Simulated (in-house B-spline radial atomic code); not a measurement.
## Ionising Ba VIII (Ba7+) with different functionals

Computed with an all-electron radial atomic-structure program (B-spline basis): scalar-relativistic (spin-free X2C) Hamiltonian, Fermi nucleus of rms radius 4.8378 fm, spin-polarised at highest spin, spherical fractional occupations for the functionals, and exact exchange of hybrids averaged over the configuration. The ionisation energy is the difference of two self-consistent energies, [Kr] 4d10 5s2 5p1 → [Kr] 4d10 5s2, without Breit or QED terms; ε is the level of the shell that loses the electron (its least bound occupied spin orbital). There is no spin-orbit coupling in this Hamiltonian.

```tsv
method	rung	ΔSCF (eV)	-ε(5p) (eV)
PBE0	global hybrid	99.25	94.52
B3LYP	global hybrid	99.54	94.36
TPSSh	global hybrid	99.03	93.44
BHandHLYP	global hybrid	99.32	96.13
r2SCAN0	global hybrid	99.11	94.61
B97-1	global hybrid	99.10	94.08
HSE06	range-separated hybrid	99.31	94.09
wB97X	range-separated hybrid	99.19	97.00
CAM-B3LYP	range-separated hybrid	99.60	96.25
LC-wPBE	range-separated hybrid	99.45	97.74
```

Task: Among the functionals, which spreads more, the ΔSCF values or the orbital energies?

Result: The orbital energies: ΔSCF values span about 0.57 eV and the orbital energies 4.30 eV; here energy differences depend much less on the functional than eigenvalues do.

Task: How do they compare with the NIST value?

Result: NIST lists 101 eV ± 2.1 (tabulated theory, ground level to ground level). Errors run from -1.97 to -1.40 eV; all lie within about twice that uncertainty, so the table can't rank the methods.
